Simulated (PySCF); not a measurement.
BiF₄, doublet: structure and spectrum

These are results of PySCF, UPBE0, basis Bi def2-SVP with ECP60, F def2-SVP (scalar-relativistic core potentials, no spin–orbit coupling, density fitting), not measurements.

The structure is a minimum.

| Item | Value |
| --- | --- |
| Point group | C2v |
| Bond lengths | Bi–F 2.028 Å (×2), Bi–F 2.072 Å (×2) |
| Bond angles | F–Bi–F 100.7°, F–Bi–F 106.2° (×4), F–Bi–F 128.3° |
| Dipole moment | 1.35 D |
| Heat capacity Cp at 298.15 K | 93.6 J/(mol K) |
| Lowest empty level (β) | -6.40 eV |
| Entropy at 298.15 K and 1 bar (electronic part: spin only) | 384.4 J/(mol K) |
| Spin squared ⟨S²⟩ | 0.763 |
| Rotational symmetry number | 2 |
| Enthalpy at 298.15 K above 0 K | 21.89 kJ/mol |
| Rotational constants | 0.09038, 0.075, 0.0746 cm⁻¹ |
| Highest occupied level (α) | -9.43 eV |
| Zero-point energy | 15.6 kJ/mol |
| Principal quadrupole moments (Buckingham, traceless) about the centre of mass | -3.01, 1.40, 1.60 D Å |
| Principal polarisabilities | 34.9, 36.6, 47.0 bohr³ |
| Atomisation energy without zero-point energy | 1252 kJ/mol |

Harmonic modes (masses in u: Bi 208.980, F 18.998):
```csv
symmetry,ω (cm⁻¹),IR (km/mol)
a1,41,14.1
b1,53,16.9
b2,106,19.5
a2,123,0.0
a1,139,6.4
b2,488,32.0
a1,511,13.2
b1,573,59.5
a1,574,37.5
```

In C2v the vibrations span 4a1 + 2b1 + 2b2 + a2. The a2 mode carries no infrared intensity, as symmetry demands.

Charges (e):
| atom | Mulliken | Löwdin | polar tensor | spin (Mulliken) | Mayer order to Bi1 |
| --- | --- | --- | --- | --- | --- |
| Bi1 | 1.58 | 1.27 | 1.87 | 0.15 | – |
| F2,3 | -0.38 | -0.31 | -0.40 | 0.28 | 0.74 |
| F4,5 | -0.41 | -0.33 | -0.54 | 0.15 | 0.80 |

Mulliken populations on Bi1 (electrons outside its core potential): s 3.75, p 7.34, d 10.33.

Only a few start shapes were tried, so a lower isomer may exist. No spin–orbit coupling is included, which matters more the heavier the element.

The final relaxation and frequency run took about 2.9 core-minutes on a shared host.
